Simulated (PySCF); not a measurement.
A mixed set of molecules. The calculation used TDDFT wB97X-D/def2-SVPD, vertical, gas phase, core orbitals frozen in the response (PySCF 2.14.0, density-fitted response routines). Geometries: GFN2-xTB; one conformer of each isolated species. Triplets are in the Tamm–Dancoff approximation. 'Strongest' means the level of largest summed f among the lowest 8 singlets; it needn't be the same kind of state in each.

Question: Rank by computed lowest singlet excitation energy, lowest first.
A. `[H]/N=C(C#N)\C(C#N)=C\C#C`
B. `N[SiH2]CCO`
C. `O=[PH2]O`
D. `CO[Si@H](C)N`
E. `O[SiH2]CNC`
F. `FCOCOC`

Answer: A (4.24 eV), E (6.23 eV), B (6.50 eV), D (6.75 eV), C (7.56 eV), F (8.19 eV).

```
                   SMILES  S1 (eV)  LUMO (eV)  first f ≥ 0.01 (nm)  f (strongest)  HOMO (eV)    S1 mainly
[H]/N=C(C#N)\C(C#N)=C\C#C     4.24      -1.95                  269           0.48     -10.07  H-1→L (86%)
               CNC[SiH2]O     6.23       2.04                  177           0.05      -8.70    H→L (84%)
               N[SiH2]CCO     6.50       1.78                  191           0.04      -9.44    H→L (94%)
             CO[Si@H](C)N     6.75       2.09                  184           0.12      -9.24    H→L (81%)
                 O=[PH2]O     7.56       2.04                  151           0.07     -10.55    H→L (62%)
                   COCOCF     8.19       2.28                  139           0.05     -10.27    H→L (85%)
```

H and L stand for HOMO and LUMO.

Mean S1 by what the SMILES shows (count): single bonds only 6.92 eV (4); a double or triple bond but no aromatic ring 5.90 eV (2).
